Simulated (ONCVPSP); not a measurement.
Mn: variants of one ONCV potential

Base potential:

```
Element                 : Mn (Z = 25)
Generator               : ONCVPSP 4.0.1
Type                    : optimised norm-conserving Vanderbilt (ONCV)
Functional              : LDA (Perdew-Zunger)
Relativity              : scalar-relativistic
Frozen core             : [Ne]
Valence charge          : 15
Reference configuration : 3s2 3p6 3d5 4s2
Partial waves           : 3s+4s: rc 1.70 bohr, ncon 4, nbas 8, qcut 5.3 1/bohr, 2 projectors; 3p: rc 0.90 bohr, ncon 4, nbas 7, qcut 10.7 1/bohr, 1 projector; 3d: rc 1.80 bohr, ncon 4, nbas 9, qcut 8.5 1/bohr, 2 projectors, debl 0.7 Ha
Local potential         : polynomial inside 0.55 bohr (lpopt 5, dvloc0 0 Ha)
Core correction         : polynomial model core, fcfact 0.4
```

Cutoffs, loose and tight: the cutoffs (Ha) at which the residual kinetic energy of the hardest occupied pseudo-wave falls to 1 and 0.1 mHa per electron. They do not see the model core or the augmentation charge, which bear on the density cutoff. Test errors are all-electron minus pseudo excitation energies from the reference, over the configurations 3s2 3p6 3d5 4s1; 3s2 3p6 3d5 4s0; 3s2 3p6 3d4 4s0; 3s2 3p5 3d5 4s2. A dash means not determined; rows that change the core or the reference have their own tests.

A true bound ghost makes a file unfit for plane-wave use even where its test errors are small: the radial tests pick states by their node count and pass the ghost by.

```
     change    outcome  cutoff, loose  cutoff, tight  bound ghosts  GHOST(+) flags above zero  largest test error (meV)
       base  generated          47 Ha         102 Ha          none                          s                      -163
s: qcut 3.1  generated          56 Ha         102 Ha             s                       none                      -167
  s: qcut 4  generated          47 Ha         102 Ha          none                          s                      -165
s: qcut 4.5  generated          47 Ha         102 Ha          none                          s                      -164
s: qcut 5.2  generated          47 Ha         102 Ha          none                          s                      -163
  s: qcut 6  generated          47 Ha         102 Ha          none                          s                      -164
s: qcut 6.6  generated          47 Ha         102 Ha          none                          s                      -165
s: qcut 7.2  generated          47 Ha         102 Ha          none                          s                      -167
  s: qcut 8  generated          47 Ha         102 Ha          none                          s                      -169
```

Reading the sweep of the qcut of the s channel (base included, trends over the rows without a ghost): The loose cutoff stays near 47 Ha. The median size of the test errors (rows with all tests solved) stays near 33.4 meV. Bound ghosts are found at 3.1 1/bohr.
